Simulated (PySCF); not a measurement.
C4H4N2, SMILES C=C1N=CC=N1. Geometry optimised at PBE-D3(BJ)/def2-SVP.

Computed equilibrium geometry at PBE-D3(BJ)/def2-SVP (PySCF confirms it by a frequency run) as a Z-matrix, and its point group:
point group C2v.
```
C
C 1 1.3570
H 2 1.0989 1 119.80
H 2 1.0989 3 120.40 1 180.00
N 1 1.4157 2 123.17 3 0.00
C 5 1.3079 1 103.24 2 180.00
H 6 1.1021 5 122.67 1 180.00
N 1 1.4157 2 123.17 3 180.00
C 8 1.3079 1 103.24 2 180.00
H 9 1.1021 8 122.67 1 180.00
```
